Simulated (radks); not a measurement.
Spherical quantum dot in the effective-mass picture: electrons in a hard-walled sphere of radius 5.25, with a point charge +2 (a donor) at the centre, all in effective atomic units (hartree* = m*/eps^2 hartree, bohr* = eps/m* bohr), one dielectric constant everywhere. Calculated with a radial shooting solver with Libxc functionals: non-relativistic Kohn-Sham, LDA (Slater exchange, Perdew-Wang correlation), spin-polarised, spherical densities. Levels are named by radial order and angular momentum (1s, 1p, 1d, 2s, ...), and open shells are averaged over m.

N = 18, configuration 1s2 1p6 1d(up 5, down 3) 2s2. This is the lowest configuration that the search found. Occupied and some empty levels:

level    occupation  eigenvalue (hartree*)  <r> (bohr*)
1s up             1                 3.8468        1.782
1s down           1                 3.8528        1.676
2s up             1                 4.0431        2.862
1p up             3                 4.0501        3.667
2s down           1                 4.0570        2.960
1p down           3                 4.0692        3.662
1d up             5                 4.2148        3.794
1d down           3                 4.2344        3.793
1f up             0                 4.4384        3.892
1f down           0                 4.4583        3.892
1g up             0                 4.7172        3.975
1g down           0                 4.7371        3.975
2p up             0                 4.8697        2.602
2p down           0                 4.8797        2.596

Energy (hartree*): total 33.1262, kinetic 11.924, external -15.641, Hartree 42.552, exchange-correlation -5.7085.
